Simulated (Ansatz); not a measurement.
Molecule: C$_{4}$H$_{10}$O (charge 0, singlet). SMILES: C(C)(C)OC
Structure (B3LYP-D3(BJ)/def2-TZVP (Ansatz, a quantum-chemistry and plane-wave program) minimum search):
```
C
H 1 1.1007
O 1 1.4264 2 108.24
C 3 1.4095 1 114.85 2 -47.86
H 4 1.0893 3 107.06 1 172.43
H 4 1.0959 5 108.52 3 -121.71
H 4 1.0982 5 108.86 6 -117.86
C 1 1.5180 2 109.15 3 115.45
H 8 1.0900 1 110.46 2 -59.15
H 8 1.0911 9 108.75 1 -121.61
H 8 1.0917 9 108.33 10 -117.72
C 1 1.5254 2 108.90 3 -121.92
H 12 1.0904 1 111.90 2 57.96
H 12 1.0916 13 107.61 1 121.31
H 12 1.0919 13 108.43 14 117.16
```

Quantity: atomisation energy (electronic, to ground-state atoms); the coupled-cluster value holds the core correlation from cc-pwCVTZ, in kcal/mol. Valence correlation only, unless marked. Open shells are spin-unrestricted. No spin-orbit coupling. No relativistic terms. CBS(X,Y): correlation extrapolated as X^-3; Hartree-Fock from the larger set.

Level to compare with: CCSD(T)/CBS(cc-pVTZ,cc-pVQZ) plus the core term (Ansatz), 1395.7 kcal/mol. It is a level with limits of its own, and the differences hold the functionals' basis error too.

Q: Rank these functionals by how close they come to CCSD(T)/CBS(cc-pVTZ,cc-pVQZ), closest first: revPBE/def2-TZVPD (Ansatz); CAM-B3LYP/def2-TZVPD (Ansatz); B97M-V/def2-TZVPD (Ansatz).

A: CAM-B3LYP/def2-TZVPD (range-separated hybrid, 1393.3 kcal/mol, difference -2.4), B97M-V/def2-TZVPD (meta-GGA with VV10, 1389.7 kcal/mol, difference -6.0), revPBE/def2-TZVPD (GGA, 1363.9 kcal/mol, difference -31.8)
